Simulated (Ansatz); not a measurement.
Start from `C[SiH](F)PN` and change one atom or group to get `BC[SiH](C)F`.

Ansatz, PBE0-D4/def2-TZVP geometries, multiplicity 1. Each molecule was computed in one conformer, which needn't be the lowest.

| property | `C[SiH](F)PN` |
| --- | --- |
| HOMO–LUMO gap (PBE0/def2-TZVPP) / eV | 6.79 |
| HOMO energy (PBE0/def2-TZVPP) / eV | -7.06 |
| LUMO energy (B3LYP/def2-TZVPP) / eV | -0.51 |
| LUMO energy (ωB97M-V/def2-TZVPP) / eV | 1.48 |
| size of the dipole moment (B3LYP/def2-TZVPP) / D | 0.88 |
| HOMO energy (B3LYP/def2-TZVPP) / eV | -6.85 |

Problem. Give the same properties after the change, and the shifts. (An estimate is asked.)

Solution. Computed: 
| property | `BC[SiH](C)F` | shift |
| --- | --- | --- |
| HOMO–LUMO gap (PBE0/def2-TZVPP) / eV | 7.47 | 0.68 |
| HOMO energy (PBE0/def2-TZVPP) / eV | -8.94 | -1.88 |
| LUMO energy (B3LYP/def2-TZVPP) / eV | -1.69 | -1.18 |
| LUMO energy (ωB97M-V/def2-TZVPP) / eV | 0.43 | -1.05 |
| size of the dipole moment (B3LYP/def2-TZVPP) / D | 0.90 | 0.02 |
| HOMO energy (B3LYP/def2-TZVPP) / eV | -8.72 | -1.87 |

With PBE0 the HOMO falls by 1.88 eV and the LUMO falls by 1.20 eV, so the gap widens by about 0.68 eV. PBE moves the HOMO by -1.73 eV and ωB97M-V by -1.98 eV. Dipoles are sizes alone; their direction can turn.

B3LYP here is the variant with VWN-RPA as its local correlation; programs differ in this.
